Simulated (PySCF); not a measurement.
## EPR parameters of C6H9O

C₆H₉O (doublet state).
Z-matrix (Å and degrees, GFN2-xTB geometry), rows numbered from 1:
```
C 
O   1  1.4044
C   2  1.3698  1  115.19
C   3  1.3208  2  122.42  1  -178.03
C   4  1.5102  3  134.72  2     0.54
C   5  1.4866  4   87.04  3   179.57
C   6  1.4883  5   93.92  4     0.41
H   1  1.0886  2  106.36  3  -178.71
H   1  1.0961  2  111.47  3    62.34
H   1  1.0961  2  111.50  3   -59.65
H   3  1.0855  2  116.27  1     2.33
H   5  1.0957  4  114.87  3    61.89
H   5  1.0961  4  114.97  3   -62.70
H   6  1.0696  5  133.10  4   174.51
H   7  1.0970  4  115.19  3    63.17
H   7  1.0965  4  115.19  3   -62.14
```

The hyperfine couplings belong to this conformer and change with its torsions.

Identity: `COC=C1C[CH]C1` [radical].

Theory: UKS B3LYP, pcH-1 on C H O, non-relativistic, mean-field spin-orbit, GIAO (PySCF 2.14.0). The structure is a single GFN2-xTB conformer in the gas phase; no vibrational or solvent corrections. The geometry wasn't refined by DFT: couplings that depend on bond lengths, twists or pyramidal angles can differ widely from those at the functional's own minimum. Stability of the SCF solution: not tested.

```
g1, g2, g3                      : 2.00217, 2.00287, 2.00296
g_iso                           : 2.00267
Form of g                       : close to axial: the two nearest values differ by 12 % of g3 − g1
⟨S²⟩                            : 0.7546 (exact 0.7500)
α and β electrons               : 27, 26
HOMO–LUMO gap, α and β orbitals : 5.66, 4.54 eV
Total energy                    : -309.17022 Eh
Basis functions                 : 265
```

Isotropic coupling and dipolar principal values T1 to T3, in mT (MHz turned into mT with g_iso):

```json
{"atom": "C1", "isotope": "13C", "a_iso": "0.00", "T1": "0.00", "T2": "0.00", "T3": "0.01", "Mulliken spin population": "0.00"}
{"atom": "O2", "isotope": "17O", "a_iso": "0.01", "T1": "-0.03", "T2": "-0.01", "T3": "0.04", "Mulliken spin population": "0.00"}
{"atom": "C3", "isotope": "13C", "a_iso": "-0.10", "T1": "-0.10", "T2": "0.03", "T3": "0.07", "Mulliken spin population": "-0.02"}
{"atom": "C4", "isotope": "13C", "a_iso": "0.25", "T1": "-0.08", "T2": "0.02", "T3": "0.06", "Mulliken spin population": "0.02"}
{"atom": "C5", "isotope": "13C", "a_iso": "-1.30", "T1": "-0.10", "T2": "0.02", "T3": "0.08", "Mulliken spin population": "-0.09"}
{"atom": "C6", "isotope": "13C", "a_iso": "3.48", "T1": "-2.92", "T2": "-2.87", "T3": "5.79", "Mulliken spin population": "1.02"}
{"atom": "C7", "isotope": "13C", "a_iso": "-1.29", "T1": "-0.10", "T2": "0.01", "T3": "0.08", "Mulliken spin population": "-0.09"}
{"atom": "H8", "isotope": "1H", "a_iso": "0.00", "T1": "-0.01", "T2": "-0.01", "T3": "0.02", "Mulliken spin population": "0.00"}
{"atom": "H9", "isotope": "1H", "a_iso": "-0.01", "T1": "-0.01", "T2": "-0.01", "T3": "0.02", "Mulliken spin population": "0.00"}
{"atom": "H10", "isotope": "1H", "a_iso": "-0.01", "T1": "-0.01", "T2": "-0.01", "T3": "0.02", "Mulliken spin population": "0.00"}
{"atom": "H11", "isotope": "1H", "a_iso": "0.04", "T1": "-0.04", "T2": "-0.04", "T3": "0.08", "Mulliken spin population": "0.00"}
{"atom": "H12", "isotope": "1H", "a_iso": "4.29", "T1": "-0.17", "T2": "-0.14", "T3": "0.31", "Mulliken spin population": "0.05"}
{"atom": "H13", "isotope": "1H", "a_iso": "4.20", "T1": "-0.16", "T2": "-0.13", "T3": "0.29", "Mulliken spin population": "0.05"}
{"atom": "H14", "isotope": "1H", "a_iso": "-2.28", "T1": "-1.39", "T2": "-0.01", "T3": "1.39", "Mulliken spin population": "-0.04"}
{"atom": "H15", "isotope": "1H", "a_iso": "4.10", "T1": "-0.16", "T2": "-0.13", "T3": "0.29", "Mulliken spin population": "0.05"}
{"atom": "H16", "isotope": "1H", "a_iso": "4.17", "T1": "-0.17", "T2": "-0.14", "T3": "0.31", "Mulliken spin population": "0.05"}
```

The largest Mulliken spin populations are on C6 (+1.02), C5 (-0.09) and C7 (-0.09). No atom but C6 exceeds +0.15. The angles at C6 add up to 359.7°, so it is planar; its axial dipolar tensor and the negative coupling of its proton fit spin in a p orbital normal to that plane.

Axes: g3 points within 2° of the C6–H14 bond.

Under fast tumbling the dipolar parts average out, and these isotropic splittings remain: 2 × 1H (H12/H13, I = 1/2, 3 lines) with 4.24 mT, 2 × 1H (H15/H16, I = 1/2, 3 lines) with 4.14 mT, 1 × 1H (H14, I = 1/2, 2 lines) with 2.28 mT and 1 × 1H (H11, I = 1/2, 2 lines) with 0.04 mT.

Class means assume fast exchange of nuclei equivalent by connectivity; if that motion is slow, each nucleus keeps its own coupling.

The 13C coupling of C6 (97.7 MHz) shows only in satellite lines or after enrichment, since that isotope makes up about 1.07 % of natural carbon.

Examples of negative spin density at the nucleus (bohr⁻³): C5 (-0.0323), C7 (-0.0322) and H14 (-0.0143).

Hardware: one thread of an Arm Neoverse V1, shared host with 32 logical CPUs at a one-minute load of 27. Cost: 67 s of wall time (with the writing of density and orbital grids), 1.0 GiB resident at most.
